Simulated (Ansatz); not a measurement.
Reaction (redistribution): `C[O][In]([SH])[O]C` + `CC(C)O[SiH]` → `C[O][In]([SH])[O]C(C)C` + `CO[SiH]`

Calculated with Ansatz (gas phase, PBE0-D4/def2-TZVP geometries, no zero-point term in ΔE). CBS: MP2 limit from def2 TZ/QZ plus the TZ coupled-cluster correction, frozen cores. Functionals use def2-TZVPP. B3LYP here is the variant with VWN-RPA as its local correlation; programs differ in this. Elements past krypton have def2 core potentials. For In outer-core shells are correlated without core-valence functions, which leaves a few kJ/mol of doubt a bond. Each species was taken in one conformer, which may not be the lowest.

Question: Is it downhill or uphill in electronic energy at CCSD(T)/CBS, and by how much? (Best estimate.)

Answer: Computed: Downhill: ΔE = -0.11 eV.

Question: What do these levels give: BHLYP-D4, PBE-QIDH, revPBE, r2SCAN, B3LYP, RPA@PBE/def2-TZVPP? (Estimate.)

Answer: The calculation gave: BHLYP-D4 -0.10, PBE-QIDH -0.09, revPBE -0.03, r2SCAN -0.09, B3LYP -0.05, RPA@PBE/def2-TZVPP -0.11 eV.

Largest T1 diagnostic among the species: 0.016.

Leaving LDA and LC-ωPBE aside and taking each functional with its dispersion term where it has one, the values, not all of them listed here, spread over 0.06 eV, from B97M-V to B2PLYP. LDA lies −0.08 eV from PBE without D4. The D4 term adds −0.05 eV with B3LYP and −0.03 eV with PBE0; it sums over pairs of atoms, weighted by their polarisabilities, and B3LYP, whose exchange is more repulsive, gets the larger term. In def2-TZVPP, CCSD(T) changes the Hartree–Fock value by −0.10 eV (the triples alone add −0.01 eV) and MP2 by −0.10 eV.
